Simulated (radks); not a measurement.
The numbers below are computed, except where a source is named.
Isoelectronic series with 23 electrons, all held in the configuration [Ar] 3d3 4s2, which need not be the ground one along the series. Code: a radial shooting solver on a logarithmic mesh with Libxc functionals. Model: scalar-relativistic Kohn-Sham, PBE, spin-polarised, spherical densities, point nucleus; open shells are filled with parallel spins first (spin-orbit coupling, left out, can overturn this in heavy ions). Total energies (hartree) and orbital eigenvalues (hartree) (* marks an orbital that is empty in some or all of the ions):

ion	E (hartree)	3d down*	4s down	4s up	3d up	3p down
V	-949.07138	-0.13305	-0.15740	-0.18288	-0.22062	-1.55067
Cr+	-1050.16824	-0.62628	-0.46361	-0.49091	-0.73539	-2.24269
Mn2+	-1156.86555	-1.28119	-0.85708	-0.88666	-1.40897	-3.09599
Fe3+	-1269.15012	-2.07548	-1.32828	-1.36039	-2.22067	-4.08774
Co4+	-1387.02225	-2.99911	-1.87268	-1.90746	-3.16100	-5.20814
Ni5+	-1510.48893	-4.04668	-2.48775	-2.52528	-4.22481	-6.45216
Cu6+	-1639.56120	-5.21490	-3.17195	-3.21229	-5.40894	-7.81691
Zn7+	-1774.25285	-6.50165	-3.92431	-3.96750	-6.71135	-9.30058
Ga8+	-1914.57982	-7.90542	-4.74418	-4.79023	-8.13059	-10.90201
Ge9+	-2060.55979	-9.42514	-5.63115	-5.68008	-9.66562	-12.62042
As10+	-2212.21195	-11.06001	-6.58493	-6.63675	-11.31569	-14.45529
Se11+	-2369.55686	-12.80942	-7.60538	-7.66009	-13.08019	-16.40628
Br12+	-2532.61634	-14.67290	-8.69241	-8.75003	-14.95866	-18.47319
Kr13+	-2701.41344	-16.65007	-9.84601	-9.90654	-16.95077	-20.65589
Rb14+	-2875.97235	-18.74066	-11.06623	-11.12968	-19.05621	-22.95436
Sr15+	-3056.31845	-20.94443	-12.35314	-12.41953	-21.27479	-25.36861
Zr17+	-3434.47931	-25.69084	-15.12759	-15.19986	-26.05066	-30.54481
Nb18+	-3632.35046	-28.23323	-16.61545	-16.69069	-28.60772	-33.30702
Mo19+	-3836.12161	-30.88830	-18.17068	-18.24888	-31.27743	-36.18552
Tc20+	-4045.82383	-33.65600	-19.79349	-19.87468	-34.05973	-39.18052
Ru21+	-4261.48937	-36.53627	-21.48415	-21.56834	-36.95458	-42.29226

3d down drops below 4s down between V and Cr+.
